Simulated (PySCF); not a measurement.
## Fractional electron number in Pt²⁺ (platinum, charge +2)

The 5d beta orbital of [Xe] 4f14 5d8 is emptied in steps (occupation f), with all orbitals relaxed, ending at [Xe] 4f14 5d7. All numbers are calculated (PySCF 2.14, a scalar-relativistic core potential, in def2-TZVP with the def2 core potential (60 electrons) (6s4p3d1f, 40 functions)). The exact energy is a straight line in f; departures are measured from the line between the end points of the same method.

| f | M06-2X (eV) |
| --- | --- |
| 1 | 0.000 |
| 0.8 | -0.431 |
| 0.6 | -0.658 |
| 0.4 | -0.675 |
| 0.2 | -0.472 |
| 0 | 0.000 |

| method | E(f=0) − E(f=1) (eV) | −ε at f=1 (eV) | −ε at f=0.4 (eV) |
| --- | --- | --- | --- |
| M06-2X | 31.493 | 28.832 | 31.943 |

Orbital energy along the path (eV):

```csv
f,M06-2X
1,-28.832
0.8,-29.845
0.6,-30.879
0.4,-31.943
0.2,-33.108
0,-34.640
```

Reference removal energy between the ground levels: 29 ± 1.6 eV (theoretical estimate listed by NIST; NIST Atomic Spectra Database, ionization energies). The calculation has no spin-orbit coupling. The determinant left behind need not be the lowest term of the ion.
